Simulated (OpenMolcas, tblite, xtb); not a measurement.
**C3H4AlF (SMILES C#[C][Al]([CH3])[F]): methods side by side**

The species is C3H4AlF (9 atoms), meant as a singlet with charge 0. SMILES: `C#[C][Al]([CH3])[F]`. Geometry: relaxed at PBE0-D4/def2-TZVP.

```xyz
9

C     0.2148    2.7699    0.3442
C     0.3055    1.6313   -0.0550
Al    0.4066   -0.1783   -0.6266
C    -0.4384   -1.6622    0.2741
F     1.2862   -0.4603   -1.9934
H     0.1392    3.7762    0.6904
H    -1.1596   -2.1569   -0.3836
H     0.2989   -2.4198    0.5557
H    -0.9646   -1.3461    1.1773
```

Each level gives the energy change with the C4–H8 bond stretched from 1.094 to 1.969 Å (eV). The values are calculated.

```tsv
level	kind	program	value (eV)	less CCSD(T)/cc-pVDZ	CPU time (all runs)
IPEA1-xTB	semi-empirical	tblite	4.07	+0.93	under 2 s
GFN0-xTB	semi-empirical	xtb	2.72	-0.42	under 2 s
HF/cc-pVDZ (unrestricted)	Hartree–Fock	OpenMolcas	3.25	+0.11	49 s
SVWN5/cc-pVDZ (restricted)	LDA	OpenMolcas	3.19	+0.05	80 s
PBE/cc-pVDZ (restricted)	GGA	OpenMolcas	3.15	+0.01	1.8 min
M06-L/cc-pVDZ (restricted)	meta-GGA	OpenMolcas	3.41	+0.27	1.9 min
B3LYP/cc-pVDZ (restricted)	global hybrid	OpenMolcas	3.29	+0.15	99 s
B2PLYP/cc-pVDZ (restricted)	double hybrid	OpenMolcas	3.37	+0.23	79 s
MP2/cc-pVDZ (restricted)	perturbation theory	OpenMolcas	3.52	+0.38	28 s
CCSD(T)/cc-pVDZ (restricted)	coupled cluster or CI	OpenMolcas	3.14	0.00	3.8 min
```

Differences are taken from CCSD(T)/cc-pVDZ (restricted) for orientation; it has basis-set and higher-order errors of its own. At this stretch a single reference begins to fail. The first shape isn't each level's own minimum. The values span 2.72 to 4.07 eV. Spin contamination of the reference (⟨S²⟩ at least 0.1 too high) touches HF/cc-pVDZ. Times are those of the runs behind each value, whatever else they computed, on shared processors of several kinds: orders of magnitude only.
